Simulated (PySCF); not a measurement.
C₂H₆BFO₂. Atoms are numbered in the order given.

```xyz
12

C     -2.4235     0.4680     0.2282
O     -1.0605     0.7977     0.4616
B     -0.0427     0.0147     0.0084
O     -0.2604    -1.1357    -0.6995
C      1.4601     0.4534     0.3119
F      2.3301    -0.5032    -0.2524
H     -2.9161     1.3081    -0.3043
H     -2.9390     0.3264     1.2011
H     -2.5315    -0.4562    -0.3752
H      0.6143    -1.5196    -0.9146
H      1.6635     0.5195     1.4048
H      1.6993     1.4515    -0.1200
```

Geometry: PBE-D3(BJ)/def2-SVP. This is a generated structure with no PubChem entry under its InChIKey; it may be hypothetical. Other conformers were not sampled.

Vertical ionisation energy (IE) and electron affinity (EA) in eV. Rows of orbital energies are one-electron estimates. Where ΔSCF, EOM or ADC give a negative EA the extra electron is unbound and the value depends on the basis.

```
level                                            IE     EA
--------------------------------------------  -----  -----
−ε(HOMO), −ε(LUMO), M06-2X/def2-TZVP (PySCF)  10.24  -1.26
−ε(HOMO), −ε(LUMO), PBE/def2-TZVP (PySCF)      7.08   0.01
```
